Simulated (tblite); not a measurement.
Species: C2H10OPSi3 (doublet state).
Atom-mapped SMILES: `[CH2:1]=[CH:2][Si@@:3]([SiH3:4])([PH:5])[SiH2:6][OH:7]` (hydrogens: H8, H9 on C1; H10 on C2; H11, H12, H13 on Si4; H14 on P5; H15, H16 on Si6; H17 on O7)

The geometry is computed with GFN2-xTB (gas phase). This method treats the open shell by occupation alone, without spin polarisation.

Question: Give the optimised bond lengths and angles.

Answer: 
```csv
bond,length (pm)
C1=C2,132.2
C2–Si3,189.4
Si3–Si4,236.0
Si3–P5,221.6
Si3–Si6,235.4
Si6–O7,162.5
C1–H8,108.0
C1–H9,108.0
C2–H10,108.3
"Si4–H11, Si4–H12, Si4–H13",146.4
P5–H14,139.0
Si6–H15,145.9
Si6–H16,146.7
O7–H17,95.3
```

Bonds in one row agree within 1 pm and their mean is given. A selection of angles:
```csv
angle,degrees
C2–C1–H8,121.4
C2–C1–H9,123.0
H8–C1–H9,115.5
C1–C2–Si3,123.6
C1–C2–H10,118.7
Si3–C2–H10,117.7
C2–Si3–Si4,107.8
C2–Si3–P5,104.3
C2–Si3–Si6,108.9
Si4–Si3–P5,112.5
Si4–Si3–Si6,112.0
P5–Si3–Si6,111.0
Si3–Si4–H11,111.0
Si3–Si4–H12,113.1
Si3–Si4–H13,110.0
H11–Si4–H12,107.6
Si3–P5–H14,93.4
Si3–Si6–O7,108.7
Si3–Si6–H15,113.4
Si3–Si6–H16,113.0
O7–Si6–H15,99.9
O7–Si6–H16,110.0
H15–Si6–H16,110.9
Si6–O7–H17,122.9
```

Torsions: C1–C2–Si3–Si4 70° (synclinal); C2–Si3–Si6–O7 -143° (anticlinal); H17–O7–Si6–Si3 57° (synclinal).

O7 (oxygen bonded to Si and H) is bent (angle 122.9°). Si3 (silicon bonded to C, P and 2 Si) is distorted tetrahedral (angles from 104.3° to 112.5°). C1 (carbon bonded to C and 2 H) is planar (angles 123.0°, 121.4° and 115.5°, sum 360.0°, 0.00 Å off the plane of its three neighbours). Si4 (silicon bonded to Si and 3 H) is distorted tetrahedral (angles from 107.1° to 113.1°). P5 (phosphorus bonded to Si and H) is bent (angle 93.4°). C2 (carbon bonded to C, Si and H) is planar (angles 123.6°, 118.7° and 117.7°, sum 360.0°, 0.01 Å off the plane of its three neighbours). Si6 (silicon bonded to O, Si and 2 H) is distorted tetrahedral (angles from 99.9° to 113.4°).

Point group: C1 (no symmetry element, even within 0.4 Å). GFN2-xTB frequencies show an imaginary mode (42i cm⁻¹), so the point is no minimum at that level. Torsions: C1–C2–Si3–Si4 70°, C2–Si3–P5–H -179°, C2–Si3–Si6–O7 -143°, Si3–Si6–O7–H 57°.

On one thread of an Arm Neoverse V2, shared host with 96 logical CPUs at a one-minute load of 79, this took 0.76 s of wall time. These figures are those of the optimisation.

One conformer stands for the species.
